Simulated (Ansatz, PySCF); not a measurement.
Species: sum formula SiN3H5F (charge 0, doublet). It need not be the lowest isomer of its formula. 
Coordinates optimised at B3LYP-D3(BJ)/def2-TZVP (Ansatz, a program for electronic structure):
SMILES: [Si]([NH])(N)(N)F
```xyz
10

Si     0.0386    -0.0061     0.0172
F     -0.1452    -0.7393     1.4292
N      1.5560    -0.5818    -0.5980
N     -0.0243     1.6930     0.1123
N     -1.2717    -0.5499    -0.9276
H      2.0217     0.0365    -1.2641
H     -0.8224     2.1580     0.5178
H      0.8163     2.2340     0.2360
H     -1.4955    -0.1076    -1.8041
H     -1.5738    -1.5107    -0.8962
```
Charge 0, spin multiplicity 2.

Quantity: atomisation energy (electronic, to ground-state atoms), in kcal/mol. Correlated levels leave the core frozen unless marked. Open shells are spin-unrestricted. Spin-orbit coupling is left out. Non-relativistic. The coupled-cluster limit lacks core correlation, which all-electron functionals hold. Basis-set limits of correlation are two-point, X^-3; Hartree-Fock from the larger set. [CCSD(T)-MP2]/basis is that difference in the basis named.

```
level                            program  atomisation energy (kcal/mol)
------------------------  --------------  -----------------------------
HF-D3(BJ)/def2-TZVPD       PySCF + dftd3                          617.0
revPBE-D3(BJ)/def2-TZVPD  Ansatz + dftd3                          854.0
```

Predict the RI-MP2/CBS(cc-pV(T+d)Z,cc-pV(Q+d)Z)+[CCSD(T)-MP2]/cc-pV(T+d)Z result (Ansatz).

864.5 kcal/mol
